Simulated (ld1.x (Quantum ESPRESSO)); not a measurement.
**Which change was made? (Re, TM)**

rhenium, norm-conserving Troullier–Martins (Kleinman–Bylander form), made with ld1.x (Quantum ESPRESSO) 7.5 (PBE, fully relativistic). Core [Xe] 4f14, reference 5d5 6s2 6p0. Waves: 6s (bound): rc 2.60 bohr; 5d (bound): rc 1.55 bohr; 6p (bound, empty): rc 2.50 bohr. Local part: the p channel. Core correction: none.

Open shells are filled in proportion to 2j + 1 (rel_dist='average').

Cutoffs, loose and tight: the cutoffs (Ry, on a coarse ladder) from which the occupation-weighted sum of valence levels, in a spherical-Bessel basis at the reference potential, stays within 10 and 1 mRy of its value at 400 Ry. They do not see the model core or the augmentation charge, which bear on the density cutoff. Test errors are all-electron minus pseudo excitation energies from the reference, over the configurations 5d5 6s1 6p0; 5d5 6s0 6p0; 5d4 6s0 6p0; 5d3 6s0 6p0; 5d5.5 6s1.5 6p0; 5d5 6s0 6p1; 5d5 6s1.5 6p0; variants that change the core or the reference have their own tests.

The base gives: outcome: generated; cutoff, loose: 35 Ry; cutoff, tight: 55 Ry; bound ghosts: s; largest test error (meV): -255.

After one change the result is: outcome: generated; cutoff, loose: 35 Ry; cutoff, tight: 40 Ry; bound ghosts: none; largest test error (meV): -391. Which change was it?
A. all radii scaled by about 1.13 (s 2.94, p 2.82, d 1.76 bohr)
B. all radii scaled by about 1.24 (s 3.22, p 3.10, d 1.92 bohr)
C. all radii scaled by about 0.77 (s 2.00, p 1.92, d 1.20 bohr)
D. all radii scaled by about 1.38 (s 3.60, p 3.46, d 2.14 bohr)

A. The others give: all radii scaled by about 1.38 (s 3.60, p 3.46, d 2.14 bohr) → outcome: generated; cutoff, loose: 35 Ry; cutoff, tight: 40 Ry; bound ghosts: none; largest test error (meV): -819 | all radii scaled by about 1.24 (s 3.22, p 3.10, d 1.92 bohr) → outcome: generated; cutoff, loose: 35 Ry; cutoff, tight: 40 Ry; bound ghosts: none; largest test error (meV): -503 | all radii scaled by about 0.77 (s 2.00, p 1.92, d 1.20 bohr) → outcome: generated; cutoff, loose: 90 Ry; cutoff, tight: 140 Ry; bound ghosts: s; largest test error (meV): -270.
